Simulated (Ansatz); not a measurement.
Cost and result for the atomization energy of `[OH][Sn]([OH])[F]` radical (6 atoms, 5 bonds).

Cartesian coordinates in Å:
```
O 0.060 -1.467 0.369
Sn 0.644 0.266 -0.359
O -0.259 1.622 0.732
F -0.150 0.415 -2.107
H 0.057 -2.175 -0.284
H -0.351 1.339 1.649
```

The species carries charge 0 and has multiplicity 2. Correlated methods include outer-core shells of Sn, which these sets cover unevenly. Sn takes the def2 core potential. Geometry: relaxed with PBE0-D4/def2-TZVP. It is one conformer, not always the lowest. Program: Ansatz. All runs use 4 threads of an Arm Neoverse V2 on a shared host. Times are those of one run each, without the atoms' runs, and a repeat can differ threefold. Electronic energies, without spin–orbit coupling; frozen cores. CCSD(T)/CBS adds CCSD(T) − MP2 in def2-TZVPP to the MP2 limit, and its time is that of the two runs behind it. T1 = 0.019; ⟨S²⟩ of the reference is 0.76. With those shells the extrapolation isn't a true limit. HSE06 is the plane-wave form, built on full-range PBE exchange.

CCSD(T)/CBS is a level of theory with its own doubt, some kJ/mol a heavy atom from the limit and from the frozen cores, so smaller differences don't rank the functionals.

| level | functions | wall time |
| --- | --- | --- |
| LDA (SPW92)/def2-TZVPP | 171 | 0.95 s |
| BLYP-D4/def2-TZVPP | 171 | 1.6 s |
| PBE-D4/def2-TZVPP (with forces) | 171 | 1.9 s |
| PBE0-D4/def2-TZVPP | 171 | 2.3 s |
| CAM-B3LYP-D4/def2-TZVPP | 171 | 2.6 s |
| HSE06-D4/def2-TZVPP | 171 | 2.8 s |
| PBE-QIDH/def2-TZVPP | 171 | 3.8 s |
| r2SCANh-D4/def2-TZVPP | 171 | 4.6 s |
| B2PLYP/def2-TZVPP | 171 | 4.8 s |
| CCSD(T)/def2-SVP | 78 | 8 s |
| MP2/def2-QZVPP | 313 | 11 s |
| CCSD(T)/def2-TZVPP | 171 | 3.6 min |
| CCSD(T)/CBS(def2) | – | 3.8 min |

(1) What atomization energy does each give, and how far from CCSD(T)/CBS? (An estimate is asked.)

Answers

(1) Computed: 
| level | atomization (kJ/mol) | difference from CCSD(T)/CBS | per bond |
| --- | --- | --- | --- |
| LDA (SPW92)/def2-TZVPP | 2377.8 | 374.5 | 74.9 |
| BLYP-D4/def2-TZVPP | 2014.0 | 10.7 | 2.1 |
| PBE-D4/def2-TZVPP (with forces) | 2050.1 | 46.8 | 9.4 |
| PBE0-D4/def2-TZVPP | 1938.9 | -64.4 | -12.9 |
| CAM-B3LYP-D4/def2-TZVPP | 1980.0 | -23.3 | -4.7 |
| HSE06-D4/def2-TZVPP | 1940.6 | -62.7 | -12.6 |
| PBE-QIDH/def2-TZVPP | 1917.4 | -85.9 | -17.2 |
| r2SCANh-D4/def2-TZVPP | 1952.5 | -50.8 | -10.2 |
| B2PLYP/def2-TZVPP | 1949.0 | -54.3 | -10.9 |
| CCSD(T)/def2-SVP | 1754.2 | -249.1 | -49.8 |
| MP2/def2-QZVPP | 2044.9 | 41.6 | 8.3 |
| CCSD(T)/def2-TZVPP | 1910.9 | -92.4 | -18.5 |
| CCSD(T)/CBS(def2) | 2003.3 | 0.0 | 0.0 |

In def2-TZVPP, CCSD(T) changes the Hartree–Fock value by +696.7 kJ/mol (the triples alone add +51.9 kJ/mol) and MP2 by +773.3 kJ/mol; breaking electron pairs costs correlation energy, which Hartree–Fock lacks. From r2SCAN to r2SCAN0 (25 % exact exchange), in def2-TZVPP and without D4, the atomization energy moves by −97.8 kJ/mol: exact exchange takes away binding that semilocal exchange gives to molecules. The D4 term adds +16.7 kJ/mol with B3LYP and +8.6 kJ/mol with PBE0; it sums over pairs of atoms, weighted by their polarisabilities, and B3LYP, whose exchange is more repulsive, gets the larger term.

B3LYP here is the variant with VWN-RPA as its local correlation; programs differ in this.

Spin–orbit coupling would lower the free Sn atoms strongly, and the atomization energy with them, by more than many differences here. For some Ge, Se and Sn compounds the MP2-based and the directly extrapolated limit differ by 10 to 25 kJ/mol.
